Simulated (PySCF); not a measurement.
diboron dicarbonyl (C2B2O2), SMILES [B-](#[B-]C#[O+])C#[O+]. Atoms are numbered in the order given.

```xyz
6

O      0.0000     0.0000    -3.3271
C      0.0000     0.0000    -2.1775
B      0.0000     0.0000    -0.7317
B      0.0000     0.0000     0.7317
C      0.0000     0.0000     2.1775
O      0.0000     0.0000     3.3271
```
Charge 0, spin multiplicity 1.

The structure is a stationary point at PBE0-D3(BJ)/def2-SVP.

Two levels are set side by side: PBE/pcSseg-1 (PySCF) and HF/pcSseg-1 (PySCF). GIAO shifts against BF3 (¹¹B), H2O (¹⁷O), TMS (¹³C) at the same level; non-relativistic, no solvent, atoms listed together averaged. Differences are taken from unrounded values.

| quantity | HF | PBE | PBE minus HF |
|---|---|---|---|
| δ(¹⁷O) of O1, O6 (ppm) | 305.5 | 287.3 | -18.1 |
| δ(¹³C) of C2, C5 (ppm) | 166.0 | 134.2 | -31.8 |
| δ(¹¹B) of B3, B4 (ppm) | -20.5 | -27.9 | -7.4 |

Rough cost on one machine, each run with all the roots and properties that it gave: HF against PBE within a factor of 2.
